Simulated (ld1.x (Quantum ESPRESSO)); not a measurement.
**Configuration tests for gallium (ultrasoft)**

```json
{
 "Element": "Ga (Z = 31)",
 "Generator": "ld1.x (Quantum ESPRESSO) 7.5",
 "Type": "ultrasoft",
 "Functional": "PBE",
 "Relativity": "scalar-relativistic",
 "Frozen core": "[Ar]",
 "Valence charge": "13",
 "Reference configuration": "3d10 4s2 4p1",
 "Partial waves": "4s (bound): rcut 1.40, rcutus 1.70 bohr; 4s channel at 0.25 Ry: rcut 1.40, rcutus 1.70 bohr; 4p (bound): rcut 1.55, rcutus 1.85 bohr; 4p channel at 1.7 Ry: rcut 1.55, rcutus 1.85 bohr; 3d (bound): rcut 1.10, rcutus 1.25 bohr; 3d channel at -0.95 Ry: rcut 1.10, rcutus 1.25 bohr",
 "Local potential": "all-electron potential smoothed inside 0.95 bohr (lloc = -1)",
 "Core correction": "none",
 "Augmentation charge": "PSQ, radius 0.95 bohr"
}
```

Energies are relative to the spin-unpolarised reference configuration 3d10 4s2 4p1; without spin polarisation the order of configurations can differ from experiment.

```csv
valence configuration,charge,ΔE all-electron (eV),error AE − PS (meV)
3d10 4s2 4p0,+1,5.688,+0.7
3d10 4s1 4p0,+2,26.816,+27
3d10 4s0 4p0,+3,58.088,+159
3d9 4s2 4p1,+1,27.696,-92
3d10 4s1 4p1,+1,13.060,+6.0
3d10 4s0 4p3,0,13.371,+16
3d10 4s2 4p0.5,+0.5,2.030,0.0
```

Note: ghost state, extra bound levels that the all-electron valence spectrum of the same l lacks: s at -173.9 eV. A true bound ghost makes a file unfit for plane-wave use.
